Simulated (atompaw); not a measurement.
Before and after: PAW (atompaw) potential for C

carbon (C), PAW, made with atompaw 4.2.0.5 (PBE, non-relativistic). Core [He], reference 2s2 2p2. Waves: 2s (bound): rc 1.35 bohr; 2s channel at 0.85 Ry: rc 1.35 bohr; 2p (bound): rc 2.70 bohr; 2p channel at 0.9 Ry: rc 2.70 bohr; 3d channel at 0.4 Ry: rc 2.70 bohr. Local part: bessel scheme, radius 1.85 bohr. Core correction: smooth core density matched at 1.90 bohr. Augmentation charge: sinc compensation charge, radius 2.15 bohr; PAW radius 2.70 bohr; waves and projectors: custom polynom vanderbiltortho.

Change: local potential bessel scheme, radius 1.50 bohr.

Cutoffs: the cutoffs (Ry, on a coarse ladder) from which the occupation-weighted sum of valence levels, in a spherical-Bessel basis at the reference potential, stays within 10 and 1 mRy of its value at 400 Ry; they do not see the model core or the augmentation charge, which bear on the density cutoff.

**Question.** What does the change do?

**Answer.** The potential gets neither clearly harder nor softer (15 Ry and 30 Ry → 15 Ry and 30 Ry); the range in which the p phases agree widens (upper end 1.6 → at the end of the scan); neither file shows a bound ghost.

| quantity | base | changed |
| --- | --- | --- |
| cutoff, loose | 15 Ry | 15 Ry |
| cutoff, tight | 30 Ry | 30 Ry |
| bound ghosts | none | none |
| s: phases at 2.71 bohr within 0.05 rad from the reference energy up to (Ry; the scan ends near 5) | to the end of the scan | to the end of the scan |
| p: phases at 2.71 bohr within 0.05 rad from the reference energy up to (Ry; the scan ends near 5) | 1.6 | to the end of the scan |
| d: phases at 2.71 bohr within 0.05 rad from the reference energy up to (Ry; the scan ends near 5) | 3.6 | 4.0 |
| lowest overlap eigenvalue by channel | s 0.36, p 0.92, d 1.00 | s 0.52, p 0.91, d 1.00 |

 The cutoffs see the waves, projectors and local potential, not the compensation charge or the core.
